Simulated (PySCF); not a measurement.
Sn(F)2(Cl)(OMe) (CH3ClF2OSn), SMILES [Sn]([Cl])([O]C)([F])[F].

Coordinates come from a PBE0-D3(BJ)/def2-SVP optimisation. The structure was generated by enumeration; whether it is a known compound was not checked. The def2 effective core potentials stand for the cores of Sn; spin–orbit coupling is left out. Other conformers were not sampled.

Two levels are set side by side: PBE/def2-TZVP (PySCF) and r2SCAN/def2-TZVP (PySCF). Same geometry, gas phase. Differences are taken from unrounded values.

| quantity | r2SCAN | PBE | PBE minus r2SCAN |
|---|---|---|---|
| orbital gap (eV) | 3.85 | 3.30 | -0.55 |
| highest occupied level (eV) | -7.69 | -7.32 | 0.37 |
| lowest empty level (eV) | -3.85 | -4.03 | -0.18 |
| dipole moment (D) | 1.95 | 1.93 | -0.02 |
| mean polarisability (bohr³) | 63.3 | 65.8 | 2.5 |

Rough cost on one machine, each run with all the roots and properties that it gave: r2SCAN against PBE about 4 times.
